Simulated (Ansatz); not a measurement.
Stepwise reaction of `BO[SiH3]` with ammonia, as a gas-phase model of exchange steps in deposition or etching. ΔE in kJ/mol; ΔG adds harmonic PBE0-D4 terms to CCSD(T)/CBS, at 1 bar.

Isolated molecules relaxed with PBE0-D4/def2-TZVP in Ansatz; ΔE leaves out vibrations. CCSD(T)/CBS is the MP2 limit (def2-TZVPP, def2-QZVPP) plus CCSD(T) − MP2 in def2-TZVPP, frozen cores. This one scheme is used for every species. Functionals use def2-TZVPP. B3LYP here is the variant with VWN-RPA as its local correlation; programs differ in this. Each species was taken in one conformer, which may not be the lowest.

```
step                             reaction  PBE-D4  B3LYP-D4  ωB97M-V  CCSD(T)/CBS  ΔG(500 K)
   1  `BO[SiH3]` + NH₃ → `NBO[SiH3]` + H₂  -110.8    -108.6   -108.1       -104.4     -102.4
```

(1) Give the row of step 2, `NBO[SiH3]` + NH₃ → `NB(N)O[SiH3]` + H₂. (Best estimate.)

(2) By hand: ΔE of the 2 steps together at CCSD(T)/CBS.

Answers

(1) The calculation gave: 
```tsv
step	reaction	PBE-D4	B3LYP-D4	ωB97M-V	CCSD(T)/CBS	ΔG(500 K)
2	`NBO[SiH3]` + NH₃ → `NB(N)O[SiH3]` + H₂	-55.6	-57.8	-57.4	-56.1	-60.1
```

(2) (-104.4) + (-56.1) = -160.5 kJ/mol, or -80.2 kJ/mol a step.

In ΔE each step is higher than the one before. All are downhill at CCSD(T)/CBS. ΔG lies between -102.4 and -60.1 kJ/mol a step. PBE-D4 differs from CCSD(T)/CBS by -6.4 to 0.5 kJ/mol a step. Isolated molecules leave out the surface, adducts and barriers. Largest T1 diagnostic: 0.013.
